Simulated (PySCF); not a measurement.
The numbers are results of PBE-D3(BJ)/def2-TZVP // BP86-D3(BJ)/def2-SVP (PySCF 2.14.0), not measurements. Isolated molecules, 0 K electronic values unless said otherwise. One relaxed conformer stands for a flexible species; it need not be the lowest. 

Reference species: [Hf(F)4] (neutral, multiplicity 1).

```
Property                                                          Value
------------------------------------------------------------  ---------
charge on the central atom (Mulliken)                            1.54 e
coordination number                                                   4
HOMO                                                          -10.09 eV
mean distance from the central atom to its bonded neighbours    1.915 Å
```

After one change: the charge on the central atom (Mulliken) falls by 0.11 e; the coordination number is nearly the same; the HOMO rises by 3.38 eV; the mean distance from the central atom to its bonded neighbours rises by 0.027 Å.

Problem. Name the change that produced these shifts. The new species is one of these.
(A) [Hf(F)3(OH)]
(B) [Hf(F)(OH)3]
(C) [Hf(F)2(OH)2]
(D) [Hf(OH)4]

Solution. D, [Hf(OH)4]
